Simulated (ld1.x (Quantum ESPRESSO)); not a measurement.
magnesium TM: all-electron and pseudo phase curves

```
Element                 : magnesium
Generator               : ld1.x (Quantum ESPRESSO) 7.5
Type                    : norm-conserving Troullier–Martins (Kleinman–Bylander form)
Functional              : PBE
Relativity              : scalar-relativistic
Frozen core             : [He]
Valence charge          : 10
Reference configuration : 2s2 2p6 3s1.5 3p0 (charge +0.5)
Partial waves           : 2s (bound): rc 0.70 bohr; 2p (bound): rc 1.00 bohr
Local potential         : all-electron potential smoothed inside 0.95 bohr (lloc = -1)
Core correction         : Bessel-smoothed model core, default radius (core density twice the valence density)
```

Occupied shells without a wave of their own: 3s. They enter only through the test configuration that unscreens the potential, and ld1.x also counts them in the model core charge.

The phase is arctan(r·u′/u) with u = r·R(r), unwrapped; energies in Ry, scanned from -8 to 5 Ry. A pole is an energy at which the radial function vanishes at the test radius. The pseudo phase is shifted by a multiple of π to meet the all-electron one at the reference energy, and phase errors are pseudo minus all-electron; the curves can meet again beyond the range given. Levels narrower than the energy grid can be missing from the lists of poles.

```
channel  radius (bohr)  reference energy (Ry)  poles, all-electron  poles, pseudo  unbroken range about the reference energy with phases within 0.05 rad  phase error 1 Ry above the reference energy (rad)
      s           1.10                  -6.18                -3.93          -3.91                                                        the whole range                                             +0.001
      p           1.10                  -3.74                -1.81          -1.78                                                        the whole range                                             +0.002
```

ld1.x takes every shell without a wave as core, so the model core holds the 3s electrons as well and exchange and correlation see them twice. This cancels in the reference configuration, but the file is broken for other ones, and its errors say nothing about a proper core correction.

Phases in the p channel:

| E (Ry) | all-electron | pseudo |
| --- | --- | --- |
| -8.00 | 1.118 | 1.120 |
| -7.52 | 1.079 | 1.082 |
| -7.04 | 1.029 | 1.032 |
| -6.56 | 0.959 | 0.963 |
| -6.08 | 0.856 | 0.861 |
| -5.60 | 0.693 | 0.698 |
| -5.12 | 0.411 | 0.417 |
| -4.64 | -0.066 | -0.062 |
| -4.16 | -0.637 | -0.636 |
| -3.68 | -1.044 | -1.044 |
| -3.20 | -1.278 | -1.277 |
| -2.72 | -1.418 | -1.417 |
| -2.24 | -1.510 | -1.508 |
| -1.76 | -1.577 | -1.573 |
| -1.28 | -1.627 | -1.623 |
| -0.80 | -1.668 | -1.663 |
| -0.32 | -1.703 | -1.697 |
| 0.16 | -1.734 | -1.726 |
| 0.64 | -1.762 | -1.753 |
| 1.12 | -1.789 | -1.779 |
| 1.60 | -1.816 | -1.803 |
| 2.08 | -1.842 | -1.827 |
| 2.56 | -1.870 | -1.852 |
| 3.04 | -1.899 | -1.877 |
| 3.52 | -1.929 | -1.904 |
| 4.00 | -1.963 | -1.932 |
| 4.48 | -2.001 | -1.963 |
| 4.96 | -2.043 | -1.997 |
